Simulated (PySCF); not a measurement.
Simulated C 1s region for `CNB(C)C`, binding energy against the vacuum level.

Every computed line was given a Gaussian of 0.8 eV full width at half maximum and an area set by the number of equivalent atoms; the highest printed point is 100. The calculation used delta-SCF UKS SCAN, pcX-2 on the ionised atom, pcseg-1 elsewhere, spin-free X2C in PySCF 2.14.0.

binding energy (eV), intensity and a bar:
```
    288.5          0 
    288.6          1 
    288.7          2 
    288.8          4 #
    288.9          7 ##
    289.0         14 ####
    289.1         23 #######
    289.2         37 ###########
    289.3         54 ################
    289.4         71 #####################
    289.5         87 ##########################
    289.6         97 #############################
    289.7        100 ##############################
    289.8         94 ############################
    289.9         81 ########################
    290.0         64 ###################
    290.1         47 ##############
    290.2         31 #########
    290.3         19 ######
    290.4         11 ###
    290.5          6 ##
    290.6          3 #
    290.7          3 #
    290.8          4 #
    290.9          6 ##
    291.0         11 ###
    291.1         17 #####
    291.2         25 ########
    291.3         34 ##########
    291.4         42 #############
    291.5         48 ##############
    291.6         50 ###############
    291.7         48 ##############
    291.8         42 #############
    291.9         34 ##########
    292.0         25 #######
    292.1         17 #####
    292.2         10 ###
    292.3          6 ##
    292.4          3 #
    292.5          1 
    292.6          1 
    292.7          0
```

Question: How many maxima does the curve show, and how many computed lines lie under it?

Answer: The curve has 2 maxima (at 289.7 and 291.6 eV). Under it lie 2 lines from 2 inequivalent carbon sites.

Question: Decompose the envelope and assign each component. Numbering: `[CH3:1][NH:2][B:3]([CH3:4])[CH3:5]`.

Answer: 
```tsv
position (eV)	relative area	line	atoms	environment
289.68	2	C 1s	C4/C5	sp3 carbon bound to boron
291.60	1	C 1s	C1	N-methyl carbon
```

Question: What are the centre and the root-mean-square width of the whole band?

Answer: The area-weighted mean of the lines is 290.32 eV. Their own spread about it is 0.90 eV (rms) and each Gaussian has σ = 0.8/2.355 = 0.34 eV; the variances add, which gives 0.97 eV.

The listed C 1s values span 1.92 eV, from C4/C5 (bonded to 3 H and B) to C1 (bonded to N and 3 H).

No satellites, vibrations or lifetime broadening are included. Topologically equivalent atoms share the value of their first member; where this conformer doesn't relate them by symmetry, their own values could differ. Isolated species at its PBE0-D3(BJ)/def2-SVP geometry, gas phase.

The values belong to the conformer `[CH3:1][NH:2][B:3]([CH3:4])[CH3:5]`: C1–N2–B3–C4 0°.
